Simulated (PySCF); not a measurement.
These compounds are isomers of formula C5H4F4O2.

A. `F[C@@H]1C=CO[C@H]1OC(F)(F)F`
B. SMILES F/C=C\O/C=C(/F)OC(F)F
C. `C1(F)=C(OC(F)F)OC[C@H]1F`

Spectrum 1. ¹H NMR (300 MHz, computed): δ 7.52 (dd, J = 2.9, 1.3 Hz, 1H), 6.18 (t, J = 82.8 Hz, 1H), 6.15 (dd, J = 85.3, 4.6 Hz, 1H), 5.47 (ddd, J = 28.5, 4.6, 1.7 Hz, 1H). ¹³C{¹H} NMR (computed): δ 153.3 (C, dt, J = 339.3, 5.0 Hz), 138.4 (CH, d, J = 323.6 Hz), 131.2 (CH, d, J = 7.9 Hz), 122.8 (CH, d, J = 70.1 Hz), 117.4 (CH, td, J = 330.4, 3.1 Hz).

Spectrum 2. ¹H NMR (300 MHz, computed): δ 6.69 (m, 1H), 5.77 (d, J = 20.6 Hz, 1H), 5.53 (m, 1H), 5.47 (m, 1H). ¹³C{¹H} NMR (computed): δ 161.4 (CH, d, J = 11.6 Hz), 127.3 (C, q, J = 334.9 Hz), 105.2 (CH, d, J = 17.7 Hz), 104.4 (CH, dq, J = 39.5, 2.9 Hz), 99.3 (CH, d, J = 246.0 Hz).

Spectrum 3. ¹H NMR (300 MHz, computed): δ 6.58 (dd, J = 89.3, 76.4 Hz, 1H), 5.48 (ddd, J = 72.4, 6.8, 1.3 Hz, 1H), 4.37 (ddd, J = 25.4, 13.2, 1.8 Hz, 1H), 4.05 (m, 1H). ¹³C{¹H} NMR (computed): δ 151.3 (C, m), 129.3 (C, dd, J = 325.6, 16.9 Hz), 118.2 (CH, dd, J = 344.0, 322.0 Hz), 90.4 (CH, dd, J = 256.5, 16.0 Hz), 73.5 (CH2, dd, J = 26.5, 7.0 Hz).

Averaged over atoms made equivalent by symmetry, fast rotation or ring inversion, in vacuum, one conformer, non-relativistic Hamiltonian. Geometry: PBE0-D3(BJ)/def2-SVP; σ from GIAO-PBE0/pcSseg-1; B3LYP/pcJ-1 coupling constants (spin–dipole term left out of most H,H and C,H couplings); PySCF 2.14.0 with density-fitted response routines.

Shifts are taken against calculated references (same method and geometry level): TMS for ¹H and ¹³C. Multiplet labels drop J under 1 Hz and among equivalent protons, and merge close values. Unscaled 3J(H,H) run several per cent high. One-bond C–F couplings are unscaled and too large by tens of Hz. Shifts are as computed. Against solution values, carbons near 30 ppm lie about +2 ppm off and those near 130 ppm about +5 ppm. Of 1313 compounds with measured shifts, 239 miss one by over three times the rms of a fit or turn the order of signals round; such compounds aren't used in these exercises.

Which spectrum belongs to which compound?

Answers

1–B, 2–A, 3–C.

- Spectrum 1 (B): 5 ¹³C signals; δC 153.3 is an alkene carbon bearing oxygen; δC 131.2 is an alkene carbon bearing oxygen.
- Spectrum 2 (A): 5 ¹³C signals; δC 161.4 is an alkene carbon bearing oxygen; δC 127.3 is a CF3 carbon.
- Spectrum 3 (C): 5 ¹³C signals; δC 151.3 is an alkene carbon bearing oxygen; δC 118.2 is an sp3 CH bonded to 2 F and O.
